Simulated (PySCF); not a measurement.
Spin-orbit coupling and the third ionisation energy along the 5p block

Two-component X2C-1e calculated with PySCF 2.14: MP2 on generalised Hartree-Fock spinors (GMP2), with spin-orbit coupling off and on (screened by Boettger's factors); no Breit or QED terms. Values in eV; the references (NIST) lie between the lowest levels. Elements whose determinants are no pure J levels are left out.

```tsv
element	configurations	spin-free	with spin-orbit	shift	reference
In (x2c-TZVPPall-2c, [Ar] 3d10 frozen)	[Kr] 4d10 5s1 → [Kr] 4d10	27.935	27.938	0.003	28.044
Sn (x2c-TZVPPall-2c, [Ar] 3d10 frozen)	[Kr] 4d10 5s2 → [Kr] 4d10 5s1	30.394	30.397	0.004	30.506
Sb (x2c-TZVPPall-2c, [Ar] 3d10 frozen)	[Kr] 4d10 5s2 5p1 → [Kr] 4d10 5s2	24.499	25.070	0.572	25.323
Xe (x2c-TZVPPall-2c, [Ar] 3d10 frozen)	[Kr] 4d10 5s2 5p4 → [Kr] 4d10 5s2 5p3	30.043	30.457	0.415	31.05 ± 0.04 (s)
```

The largest shift is at Sb, 0.572 eV, where spin-orbit coupling lowers the species with more electrons by more than the one with fewer (starting occupations 5p1/2^1 and closed).

What remains against the references is mostly the basis and correlation beyond MP2. References marked (s) are semi-empirical, (t) theoretical.
